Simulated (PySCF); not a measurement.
Species: C3H10FGaS.
Z-matrix (Å and degrees, PBE0-D3(BJ)/def2-SVP geometry), rows numbered from 1:
```
C 
S   1  1.8041
C   2  1.8031  1  101.25
Ga  2  2.5025  1   99.50  3   103.85
C   4  2.0055  2   96.64  1    67.17
F   5  1.3991  4  111.29  2   -60.93
H   1  1.0991  2  109.86  3   -49.91
H   1  1.0979  2  106.13  3  -167.10
H   1  1.0985  2  110.10  3    72.77
H   3  1.0989  2  109.96  1   -64.84
H   3  1.0982  2  107.00  1   176.43
H   3  1.0995  2  110.26  1    57.58
H   4  1.5840  2   96.09  1   -51.25
H   4  1.5797  2  100.15  1  -172.72
H   5  1.1046  4  111.94  2    59.71
H   5  1.1046  4  111.30  2   178.95
```

Theory: PySCF 2.14.0, PBE0-D3(BJ)/def2-SVP geometry optimisation, gas phase.

Masses are those of the commonest isotopes; rigid-rotor values at the optimised geometry. The values belong to one conformer with, in the numbering `[CH3:1][S+:2]([CH3:3])[GaH2-:4][CH2:5][F:6]`, C1–S2–Ga4–C5 67°, S2–Ga4–C5–F6 -61°.

Q: Give the principal moments of inertia and the rotational constants in MHz.

A: Ia = 209.95, Ib = 385.79, Ic = 535.76 u·Å²; 505379 MHz·u·Å²/I gives A = 2407, B = 1310, C = 943.3 MHz.

Q: Classify the top.

A: An asymmetric top; Ray's κ = -0.499.

Q: Is it planar, by Δ = Ic − Ia − Ib?

A: Not planar: Δ = Ic − Ia − Ib = -59.98 u·Å². For a rigid frame Δ = −2 Σ m c², so Σ m c² = 29.99 u·Å² lies off the ab plane: 10.61 from hydrogen and 19.38 from heavier atoms. The atom farthest from that plane is 1.69 Å away.

Q: Give the other two planar moments, Paa and Pbb, and the rms extents of the mass along the axes.

A: Paa = Σ m a² = (Ib + Ic − Ia)/2 = 355.80 and Pbb = Σ m b² = (Ia + Ic − Ib)/2 = 179.96 u·Å². With the mass M = 165.97 u, the rms extents √(P/M) along a, b and c are 1.46, 1.04, 0.43 Å.

Q: Predict some low-J microwave lines.

A: The dipole components are |μa| = 3.45 D, |μb| = 0.81 D, |μc| = 0.10 D. Intensities carry the squares of the components, which stand as 1.00 : 0.05 : 0.00 (a : b : c). Some lines, for components of 0.1 D or more:

| type | branch | J(Ka,Kc) | MHz | lower level (cm⁻¹) |
| --- | --- | --- | --- | --- |
| a | Q | 1(1,0) ← 1(1,1) | 367 | 0.112 |
| a | Q | 2(1,1) ← 2(1,2) | 1100 | 0.250 |
| b | Q | 1(1,0) ← 1(0,1) | 1464 | 0.075 |
| b | Q | 2(1,1) ← 2(0,2) | 1908 | 0.223 |
| a | R | 1(0,1) ← 0(0,0) | 2253 | 0.000 |
| b | R | 2(0,2) ← 1(1,1) | 3332 | 0.112 |
| b | R | 1(1,1) ← 0(0,0) | 3350 | 0.000 |
| b | Q | 2(2,0) ← 2(1,1) | 3369 | 0.287 |
| a | R | 2(1,2) ← 1(1,1) | 4140 | 0.112 |
| b | Q | 2(2,1) ← 2(1,2) | 4391 | 0.250 |
| a | R | 2(0,2) ← 1(0,1) | 4429 | 0.075 |
| a | R | 2(1,1) ← 1(1,0) | 4873 | 0.124 |
| b | R | 2(1,2) ← 1(0,1) | 5237 | 0.075 |
| b | R | 2(2,1) ← 1(1,0) | 8165 | 0.124 |
| b | R | 2(2,0) ← 1(1,1) | 8609 | 0.112 |

Q: Estimate the classical rotational partition function at 10 K, 25 K and 500 K.

A: Point group C1, symmetry number σ = 1; q = (√π/σ)·√((kT/h)³/(ABC)), k/h = 20836.6 MHz/K: 3090 at 10 K, 12200 at 25 K, 1090000 at 500 K.

Stationary, but not proved a minimum. These are rigid-rotor constants of the computed structure; measured ground-state constants (B0) also hold zero-point vibration. A rigid rotor knows nothing of internal rotation, which can split or shift real lines. Quadrupole hyperfine structure (69Ga) is left out.
